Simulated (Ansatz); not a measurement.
Calculation: frozen-core CCSD(T)/cc-pVTZ // B3LYP-D3(BJ)/def2-SVP run with Ansatz (a first-principles code).

Ansatz 0.2 input:
```yaml
crystal:
  periodic: [false, false, false]
  atoms:
    - { symbol: C, position_ang: [-2.338915, 0.293591, 0.61185] }
    - { symbol: O, position_ang: [-1.842548, -0.737244, -0.212648] }
    - { symbol: Ga, position_ang: [-0.135978, -0.964767, -0.656491] }
    - { symbol: O, position_ang: [0.940869, 0.272029, 0.059088] }
    - { symbol: C, position_ang: [2.332586, 0.356227, -0.109507] }
    - { symbol: H, position_ang: [-1.550067, 0.975928, 0.976508] }
    - { symbol: H, position_ang: [-2.850197, -0.138581, 1.491606] }
    - { symbol: H, position_ang: [-3.082543, 0.896029, 0.058451] }
    - { symbol: H, position_ang: [0.321782, -2.129217, -1.570773] }
    - { symbol: H, position_ang: [2.843988, 0.298625, 0.869362] }
    - { symbol: H, position_ang: [2.752857, -0.445807, -0.7492] }
    - { symbol: H, position_ang: [2.60817, 1.32319, -0.570108] }
basis:
  gaussian: { orbitals: cc-pVTZ }
correlation:
  method: ccsd_t
```

Output:

```
Functional definition: HF
1525 factors; integrals over basis functions are off by at most 1.1e-3 eV
mean field evaluation 1: about -58579.2941 eV, gradient 4.8e1 eV
mean field evaluation 2: about -58579.4795 eV, gradient 4.8e1 eV
mean field evaluation 4: about -58584.2706 eV, gradient 4.2e0 eV
mean field evaluation 8: about -58584.3339 eV, gradient 2.3e-1 eV
mean field evaluation 16: about -58579.2928 eV, gradient 4.8e1 eV
mean field -58584.33407359 eV, -2152.9345673166 hartree, gradient 1.5e-6 eV, S^2 0.000000; 0 other end points of the search recorded, 0 dependent functions left out
13 core orbitals not correlated
reference -58584.33407359 eV, -2152.9345673166 hartree; 20, 20 occupied and 228, 228 virtual orbitals, 1525 factors
second order -27.04679321 eV of doubles, -0.00000000 eV of singles
cycle   1  -26.95306429 eV  change    9.4e-2 eV  update   1.3e-1
cycle   2  -27.71880762 eV  change   -7.7e-1 eV  update   4.0e-2
cycle   3  -27.90123824 eV  change   -1.8e-1 eV  update   2.2e-2
cycle   4  -27.88488918 eV  change    1.6e-2 eV  update   6.2e-3
cycle   5  -27.88212583 eV  change    2.8e-3 eV  update   3.4e-3
cycle   6  -27.88421889 eV  change   -2.1e-3 eV  update   1.1e-3
cycle   7  -27.88356234 eV  change    6.6e-4 eV  update   3.8e-4
cycle   8  -27.88340686 eV  change    1.6e-4 eV  update   9.8e-5
cycle   9  -27.88346130 eV  change   -5.4e-5 eV  update   3.3e-5
cycle  10  -27.88346672 eV  change   -5.4e-6 eV  update   1.1e-5
perturbative correction -1.12214440 eV, -0.0412380462 hartree
Total energy: -58613.33968471 eV, -2154.0005038646 hartree
```

Cost: roughly 5 core-minutes.
